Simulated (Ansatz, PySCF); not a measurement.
Process, species as SMILES: NC1CCC1 + 5 [H][H] (H2) -> 4 C (CH4) + N (NH3)
Geometries: B3LYP-D3(BJ)/def2-TZVP minima from Ansatz (an electronic-structure program), one conformer each, not searched for the lowest.
Geometry of the first species:
SMILES: NC1CCC1
```xyz
14

C     -1.5398     0.2655     0.2709
C     -0.6234    -0.9815     0.2024
C      0.5971    -0.0373     0.2786
C     -0.3237     1.1240    -0.1576
N      1.7132    -0.3468    -0.6022
H     -1.8557     0.4849     1.2912
H     -2.4165     0.2798    -0.3747
H     -0.6644    -1.4556    -0.7791
H     -0.7297    -1.7420     0.9762
H      0.8911     0.1004     1.3288
H     -0.1838     2.0937     0.3203
H     -0.2801     1.2446    -1.2408
H      2.1797    -1.1960    -0.3002
H      2.4060     0.3942    -0.5721
```
Charge 0, spin multiplicity 1.

Property: energy of full hydrogenation (enthalpy at 298 K, with B3LYP-D3(BJ) rigid-rotor harmonic-oscillator terms from PySCF), in kcal/mol. Cores are frozen in the correlated levels unless marked. No spin-orbit coupling. Non-relativistic. CBS marks a two-point X^-3 extrapolation of the correlation energy; Hartree-Fock from the larger set. [CCSD(T)-MP2]/basis is that difference in the basis named.

From measured enthalpies of formation at 298 K: -92.0 kcal/mol (NC1CCC1 9.8, CRC Handbook; [H][H] (H2) 0.0, ATcT 1.112; C (CH4) -17.8, ATcT 1.112; N (NH3) -10.9, ATcT 1.112). It holds spin-orbit effects, and any other conformers, which the calculations lack, and core correlation, which the frozen-core levels lack. This is an older compilation, not checked against later work.

| level | program | energy of full hydrogenation (kcal/mol) | error against measurement |
|---|---|---|---|
| HF/6-31G | Ansatz | -120.0 | -28.0 |
| B97M-V/def2-TZVPD | Ansatz | -100.1 | -8.1 |
| CAM-B3LYP-D4/def2-TZVPD | Ansatz + dftd4 | -97.2 | -5.2 |
| RI-MP2/aug-cc-pVTZ | Ansatz | -90.6 | 1.4 |
| CCSD/6-31G* | Ansatz | -84.5 | 7.5 |
| CCSD(T)/cc-pVTZ | Ansatz | -93.5 | -1.5 |
| CCSD(T)/cc-pVQZ | Ansatz | -93.1 | -1.1 |
| CCSD(T) with core electrons/cc-pwCVTZ | Ansatz | -93.6 | -1.6 |
| RI-MP2/CBS(cc-pVTZ,cc-pVQZ)+[CCSD(T)-MP2]/cc-pVQZ | Ansatz | -92.9 | -0.9 |
| CCSD(T)/CBS(cc-pVTZ,cc-pVQZ) | Ansatz | -93.0 | -1.0 |
